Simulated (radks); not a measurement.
The mean radii <r> (bohr) of the occupied orbitals of an atom or ion are listed with their occupations. All-electron calculation, non-relativistic Kohn-Sham, PBE, spin-polarised, spherical densities, point nucleus. Program: a radial shooting solver on a logarithmic mesh with Libxc functionals.

orbital  occ.      <r>
1s down     1  0.02020
1s up       1  0.02020
2s up       1  0.08527
2s down     1  0.08527
2p up       3  0.07211
2p down     3  0.07211
3s up       1   0.2163
3s down     1   0.2163
3p up       3   0.2064
3p down     3   0.2064
3d up       5   0.1809
3d down     5   0.1809
4s up       1   0.4811
4s down     1   0.4811
4p up       3   0.4876
4p down     3   0.4876
4d up       5   0.5024
4d down     5   0.5022
5s up       1    1.135
5s down     1    1.127
4f up       7   0.5645
4f down     7   0.5613
5p up       3    1.243
5p down     3    1.235
5d up       4    1.644

Name the element and its charge. Open shells, if any, are filled with parallel spins first.

Answer. Z = 75, rhenium, charge +3: Re3+ in [Xe] 4f14 5d4. The 1s radius gives Z: for a bare nucleus <r> = 1.5/Z, 0.02 bohr for Z = 75, and screening makes it slightly larger (0.02020 here). The occupations add up to 72, and the charge is Z minus that.
